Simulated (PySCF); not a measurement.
Species: C6H7F2O (doublet state).
Cartesian coordinates in Å at the GFN2-xTB level; atoms count from 1:
```xyz
16
C6H7F2O angstrom
F      0.331    2.311    0.937
C      0.264    1.198    0.125
C     -1.128    0.583    0.241
C     -1.293   -0.534   -0.806
F     -2.487   -1.176   -0.598
C     -0.138   -1.474   -0.695
O      0.272   -2.026    0.478
C      1.168   -1.118   -0.163
C      1.361    0.213    0.536
H      0.435    1.563   -0.897
H     -1.892    1.346    0.083
H     -1.264    0.151    1.235
H     -1.333   -0.124   -1.824
H      2.050   -1.591   -0.580
H      2.340    0.627    0.299
H      1.306    0.061    1.617
```

The hyperfine couplings belong to this conformer and change with its torsions.

The species is `F[C@@H]1C[C@H](F)[C]2O[C@@H]2C1` [radical].

Level of theory: UKS B3LYP, pcH-1 on C F H O, non-relativistic, mean-field spin-orbit, GIAO in PySCF. The structure is a single GFN2-xTB conformer in the gas phase; no vibrational or solvent corrections. The geometry wasn't refined by DFT: couplings that depend on bond lengths, twists or pyramidal angles can differ widely from those at the functional's own minimum. The SCF solution wasn't tested for stability.

(1) The isotropic 19F couplings are +20.5, +4.6 MHz. Assign them to F1; F5.

Results:

(1) 
```tsv
site	a_iso (MHz)	ρ(0) (bohr⁻³)	position	distance from C6 (Å)	bound to	spin population there	largest |T| (MHz)
F1	+4.6	+0.0011	4 bonds from C6	4.15	C2	0.00	1.8
F5	+20.5	+0.0049	2 bonds from C6	2.37	C4	0.00	8.3
```

ρ(0) is the spin density at the nucleus and T the dipolar tensor. The Mulliken spin populations are largest on C6 (+0.83) and O7 (+0.14). The angles at C6 add up to 309.0°, so it is pyramidal.

The spin density at the nucleus, in bohr⁻³, is negative for C8 (-0.0038) and C9 (-0.0035), for instance. A restricted open-shell determinant has no negative spin density anywhere; here it arises because α and β orbitals differ (spin polarisation).
